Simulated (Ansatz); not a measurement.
Cost and result up the ladder for (KSH)4 cube (K4H4S4) (12 atoms). The state is a singlet with charge 0. Geometry: r2SCAN-D4/def2-SVP.

| atom | x (Å) | y (Å) | z (Å) |
| --- | --- | --- | --- |
| K1 | -2.017 | 0.505 | 1.705 |
| K2 | 2.324 | -0.026 | 1.345 |
| K3 | -0.386 | -2.392 | -1.164 |
| K4 | 0.077 | 1.913 | -1.887 |
| S5 | 0.384 | 2.377 | 1.157 |
| S6 | -0.080 | -1.901 | 1.875 |
| S7 | -2.311 | 0.024 | -1.337 |
| S8 | 2.003 | -0.499 | -1.696 |
| H9 | 0.581 | 3.575 | 1.740 |
| H10 | -0.114 | -2.859 | 2.822 |
| H11 | -3.476 | 0.037 | -2.013 |
| H12 | 3.016 | -0.755 | -2.547 |

Ansatz on 4 threads of Arm Neoverse V1 on a shared host. Times are rough, and most runs start from the orbitals of an earlier one. PBE0-D4/def2-TZVP serves as the yardstick here, not as an exact answer. Differences are given only for rows in sets of like size (and for xTB, whose basis is part of the method), since another set adds its own error. Binding counts from free atoms at the same level (K doublet, S triplet, H doublet; other spins of the atoms weren't run), without zero-point energy or a counterpoise term.

Correlated methods freeze 40 core orbitals; core or outer-core shells of K are correlated, in sets that lack core-valence functions.

Correlated methods converge slowly with the basis.

| level | functions | wall time | binding energy per atom (eV) | difference from PBE0-D4/def2-TZVP (eV) |
| --- | --- | --- | --- | --- |
| HF/STO-3G | 92 | 0.75 s | 2.23 | – |
| PBE-D4/def2-SVP | 188 | 7 s | 2.73 | – |
| PBE0-D4/def2-SVP | 188 | 9 s | 2.71 | – |
| PBE-D4/def2-TZVP (with forces) | 304 | 13 s | 2.70 | 0.02 |
| MP2/def2-TZVP | 304 | 19 s | 2.60 | -0.08 |
| HF/def2-TZVP | 304 | 19 s | 1.91 | -0.77 |
| r2SCAN-D4/def2-TZVP | 304 | 25 s | 2.73 | 0.05 |
| PBE0-D4/def2-TZVP | 304 | 25 s | 2.68 | 0.00 |
